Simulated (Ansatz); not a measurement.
`[F][GeH2][F]` → H–F + `[F][GeH]` at 298.15 K and 1 bar (germylene formation by 1,1-elimination).

Isolated molecules relaxed with PBE0-D4/def2-TZVP in Ansatz; ΔE leaves out vibrations. CCSD(T)/CBS adds triple-zeta CCSD(T) − MP2 to the extrapolated MP2 energy (def2 sets, frozen cores). This one scheme is used for every species. For Ge outer-core shells are correlated without core-valence functions, which leaves a few kJ/mol of doubt a bond. Scalar relativity is left out up to krypton.

```json
{"species": "`[F][GeH2][F]`", "CCSD(T)/CBS energy (Eh)": "-2276.96403", "H − E (kJ/mol)": "66.9", "S (J/(mol·K))": "277.3"}
{"species": "H–F", "CCSD(T)/CBS energy (Eh)": "-100.39570", "H − E (kJ/mol)": "33.5", "S (J/(mol·K))": "173.6"}
{"species": "`[F][GeH]`", "CCSD(T)/CBS energy (Eh)": "-2176.50038", "H − E (kJ/mol)": "30.3", "S (J/(mol·K))": "252.4"}
```

H − E and S are ideal-gas, rigid-rotor, harmonic terms from PBE0-D4/def2-TZVP. 1 Eh = 2625.50 kJ/mol, R = 8.31446 J/(mol·K).

Task: By hand: ΔE, ΔH, ΔS and ΔG.

Result: ΔE = (-100.39570) + (-2176.50038) − (-2276.96403) = 0.06795 Eh = 178.4 kJ/mol. Δ(H − E) = 33.5 + 30.3 − 66.9 = -3.1, so ΔH = 175.3 kJ/mol. ΔS = 173.6 + 252.4 − 277.3 = 148.7 J/(mol·K). ΔG = 175.3 − 298.15 × (148.7)/1000 = 131.0 kJ/mol.

Task: By hand: the equilibrium constant, and the temperature at which ΔG would vanish if ΔH and ΔS stayed fixed.

Result: log₁₀ K = −ΔG/(RT ln 10) = -23.0. ΔG = 0 at ΔH/ΔS = 1179 K.

The number of gas molecules changes by +1, which sets the sign of ΔS. A doubt of 5 kJ/mol in ΔE shifts log₁₀ K by 0.9 here. These are equilibria of isolated gas molecules and say nothing of rates. Largest T1 diagnostic: 0.014 (customary marks: 0.02 for closed shells, 0.045 for open ones).
